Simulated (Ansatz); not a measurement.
The same path of CH7AlClNSi (12 atoms, charge 0, multiplicity 1) was run twice with different band settings. The coordinate that changes most is the dihedral C1–Al2–N3–Si4.

Computed with Ansatz 0.2.0, RKS B3LYP/6-31G.

Relaxed end points:

```xyz
12
Properties=species:S:1:pos:R:3
C -1.065 0.929 -2.148
Al 0.075 -0.174 -0.977
N -0.140 -0.050 0.834
Si 0.811 -0.852 2.078
Cl 2.406 0.455 2.907
H -0.737 1.978 -2.142
H -2.113 0.915 -1.824
H -1.026 0.578 -3.186
H 1.199 -1.213 -1.440
H -0.844 0.598 1.182
H -0.015 -1.209 3.274
H 1.528 -2.012 1.475
```

```xyz
12
Properties=species:S:1:pos:R:3
C -0.055 0.680 -1.974
Al -1.272 -0.080 -0.623
N -0.630 -0.619 1.002
Si 1.008 -0.509 1.632
Cl 1.340 1.324 2.845
H 0.333 -0.104 -2.639
H 0.807 1.186 -1.524
H -0.584 1.405 -2.604
H -2.843 -0.328 -0.809
H -1.318 -0.983 1.660
H 1.322 -1.629 2.572
H 1.969 -0.398 0.496
```

Common settings: spring 5.0 eV/Å²; optimiser quadratic models (default); start path through a guess of the saddle point; force threshold 0.03 eV/Å; end points relaxed.

| run | movable images | climbing image | iteration limit |
| --- | --- | --- | --- |
| 1 | 9 | yes | 30 |
| 2 | 4 | no | 60 |

Problem. What does each run give, and how far can it be trusted?

Solution. Run 1: converged after 21 iterations, highest image 0.396 eV above the first end. A vibrational analysis at the climbing image gives one clearly imaginary mode, 174i cm⁻¹: a first-order saddle point.
Run 2: converged after 22 iterations, highest image 0.395 eV above the first end. No image climbed, so the highest image needn't sit at the top of the path.
Limits of this set-up: no polarisation functions.
